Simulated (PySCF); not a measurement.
SMILES [SiH2](B(O)O)B(O)O (H6B2O4Si), singlet (GFN2-xTB optimised geometry):

```
13

O      1.323     0.580     2.710
B      1.646     0.880     1.432
O      2.483     1.946     1.261
Si     0.838    -0.221     0.000
B     -1.142    -0.221     0.000
O     -1.955    -1.316     0.025
O     -1.764     0.980     0.000
H      1.725     1.152     3.369
H      2.723     2.173     0.366
H      1.371     0.207    -1.321
H      1.337    -1.621     0.042
H     -1.534    -2.173     0.023
H     -2.723     0.934     0.013
```

Computed with PBE0/def2-TZVP in PySCF.

Question: What are the frontier orbital energies and the dipole moment?

Answer: HOMO-2 -9.16 eV, HOMO-1 -8.67 eV, HOMO -7.95 eV, LUMO -0.11 eV, LUMO+1 0.01 eV; dipole moment 0.23 D.

Meta-Löwdin charges at PBE0/def2-TZVP: O1 -0.51, B2 0.28, O3 -0.52, Si4 0.25, B5 0.28, O6 -0.52, O7 -0.51, H8 0.35, H9 0.36, H10 -0.08, H11 -0.08, H12 0.36, H13 0.35.
